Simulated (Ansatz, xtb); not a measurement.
Species: sum formula SiNH₄ (charge -1, singlet). SMILES of the parent species: [SiH3][NH]
Geometry from a B3LYP-D3(BJ)/def2-TZVP (Ansatz, an electronic-structure program) optimisation:
```
Si
N 1 1.6576
H 2 1.0176 1 114.88
H 1 1.5100 2 110.38 3 -180.00
H 1 1.5371 4 101.50 2 129.61
H 1 1.5371 4 101.50 5 100.79
```
Charge -1, spin multiplicity 1.

Harmonic wavenumbers from GFN2-xTB (xtb, at its own minimum), cm⁻¹: 321, 591, 594, 843, 879, 935, 953, 1157, 1523, 1647, 1876, 3290.

Task: Give the harmonic wavenumbers at B3LYP-D3(BJ)/def2-TZVP (Ansatz, finite differences of forces, unscaled).

Result: 299, 661, 689, 816, 938, 955, 979, 1054, 1854, 1923, 2059, 3469 cm⁻¹. Zero-point energy 22.4 kcal/mol.

Task: From these and the geometry, give the ideal-gas thermochemistry at 298.15 K and 1 atm (rigid rotor, harmonic oscillator).

Result: Point group Cs, rotational symmetry number 1. Rotational constants 80.2, 14.22, 13.88 GHz. S(trans) 37.41, S(rot) 20.55, S(vib) 2.71, S(elec, spin only) 0.00, S 60.7 cal/(mol K). H(298) - H(0) 2.94 kcal/mol; G - E(el) 7.3 kcal/mol.
